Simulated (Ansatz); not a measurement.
This geometry of C3H9NSi (14 atoms, charge 0, multiplicity 1) is a first-order saddle point.

Theory: RKS PBE-D4/def2-SVP (Ansatz).

```xyz
14
Properties=species:S:1:pos:R:3
C -1.283 1.208 1.501
Si 0.361 0.751 0.685
C 0.290 -1.016 -0.072
C 0.438 -1.015 -1.562
N 1.513 -1.411 -2.137
H -2.108 1.198 0.760
H -1.236 2.223 1.945
H -1.537 0.492 2.308
H 0.684 1.746 -0.400
H 1.471 0.801 1.702
H 1.105 -1.626 0.367
H -0.687 -1.461 0.220
H -0.445 -0.618 -2.125
H 1.422 -1.301 -3.162
```

**Question.** Which two structures does it join? (They come from a converged band through this point; their orientation in space is the band's.)

**Answer.** No bond is made or broken. The dihedral H10–Si2–C3–H12 goes from 56 to 177°.

Image 0:

```xyz
14
Properties=species:S:1:pos:R:3
C -1.195 1.327 0.934
Si 0.576 0.665 0.908
C 0.661 -1.077 0.119
C 0.107 -1.098 -1.271
N 0.865 -1.088 -2.306
H -1.597 1.432 -0.094
H -1.233 2.325 1.416
H -1.867 0.650 1.500
H 1.466 1.592 0.124
H 1.110 0.565 2.315
H 1.726 -1.388 0.098
H 0.094 -1.766 0.782
H -1.012 -1.093 -1.332
H 0.286 -1.076 -3.163
```

Image 6:

```xyz
14
Properties=species:S:1:pos:R:3
C -1.144 1.017 1.878
Si 0.057 0.864 0.427
C -0.146 -0.834 -0.432
C 0.737 -0.970 -1.632
N 1.816 -1.662 -1.606
H -2.195 0.932 1.534
H -1.028 1.997 2.384
H -0.961 0.221 2.627
H -0.209 1.953 -0.583
H 1.480 1.001 0.897
H 0.105 -1.626 0.304
H -1.217 -0.928 -0.717
H 0.397 -0.396 -2.531
H 2.293 -1.598 -2.522
```

**Question.** How far does it lie above each of them?

**Answer.** 0.068 eV above the first and 0.073 eV above the second. This is the barrier of this one path; another mechanism may lie lower.

Run time: 43 s on 2 threads of INTEL(R) XEON(R) PLATINUM 8581C CPU @ 2.10GHz (Emerald Rapids) (shared host), peak memory 0.18 GiB.
